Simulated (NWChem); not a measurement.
Species: PbH2S, singlet; SMILES [SH][PbH]

All runs: NWChem. Low-valent species are run as closed-shell singlets; no triplet was tried in these runs. Geometry: optimised at PBE0/def2-SVP. def2 effective core potentials on Pb; no spin-orbit coupling. Vertical excitations in the gas phase.

Q: What does the run give for PBE/def2-SVP, full TDDFT? Quantities: lowest excitation, singlet (eV); oscillator strength of that lowest state; lowest state with f > 0.02, singlet (eV); lowest triplet (eV); orbital gap (eV).

A: 
```yaml
lowest excitation, singlet (eV): 2.95
oscillator_strength_of_that_lowest_state: 0.006
lowest state with f > 0.02, singlet (eV): 3.64
lowest triplet (eV): 2.33
orbital gap (eV): 2.65
```
